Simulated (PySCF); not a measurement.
B(Cl)(Me)2 (C2H6BCl), SMILES B(C)(C)Cl. Atoms are numbered in the order given.

```xyz
10

B      0.0000     0.0000    -0.3935
Cl     0.0000     0.0000     1.3890
C     -0.0106     1.3781    -1.1361
H      1.0477     1.6411    -1.3346
H     -0.5011     1.3222    -2.1215
H     -0.4399     2.2034    -0.5499
C      0.0106    -1.3781    -1.1361
H      0.5011    -1.3222    -2.1215
H      0.4399    -2.2034    -0.5499
H     -1.0477    -1.6411    -1.3346
```

Coordinates come from a B3LYP-D3(BJ)/def2-SVP optimisation.

Computed with PySCF with PBE/def2-TZVP.

The molecule is in vacuum.

| Quantity | Result |
|---|---|
| total energy | -564.63289 hartree |
| point group | C2 |
| highest occupied level | -6.91 eV |
| lowest empty level | -1.71 eV |
| orbital gap | 5.19 eV |
| dipole moment | 1.54 D |
| quadrupole, principal values (traceless, Buckingham form, about the centre of nuclear charge) | -0.90, -0.23, 1.13 D·Å |
| mean static polarisability | 52.8 bohr³ (7.83 Å³) |
| polarisability, principal values | 42.2, 54.5, 61.8 bohr³ |
